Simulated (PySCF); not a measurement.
Precursor series Zr NH2-H. Isolated molecules, 0 K electronic values unless said otherwise. One relaxed conformer stands for each flexible species; it need not be the lowest. In the def2 sets, heavy atoms carry core potentials. All members: neutral, multiplicity 1. Level: B3LYP-D3(BJ)/def2-TZVP // BP86-D3(BJ)/def2-SVP (PySCF), beside PBE-D3(BJ)/def2-TZVP // BP86-D3(BJ)/def2-SVP (PySCF) at the same geometries. B3LYP has the VWN-RPA correlation part, as in Gaussian.  Orbital energies are measured against the vacuum level.

| species | LUMO, PBE (eV) | LUMO, B3LYP-D3(BJ) (eV) |
|---|---|---|
| [Zr(H)4] | -3.52 | -2.76 |
| [Zr(NH2)(H)3] | -2.95 | withheld |
| [Zr(NH2)2(H)2] | -2.20 | -1.56 |
| [Zr(NH2)3(H)] | -0.92 | -0.38 |
| [Zr(NH2)4] | -0.85 | -0.33 |

Question: Fit y = a + b·x, y being the LUMO at the first level, to the 4 complete rows by least squares, with x = the PBE value in eV. Give a, b and the rms residual, and predict the withheld value.

Answer: Means of the 4 rows: x̄ = -1.8725, ȳ = -1.2575 eV. Σ(x − x̄)² = 4.7743 and Σ(x − x̄)(y − ȳ) = 4.3586, so b = 0.913 and a = ȳ − b·x̄ = 0.452 eV. The rms residual is 0.005 eV. At x = -2.95 the line gives -2.24 eV. The run for [Zr(NH2)(H)3] gave -2.21 eV, so the line is off by 0.03 eV, more than twice the rms residual.

Codes: PySCF.
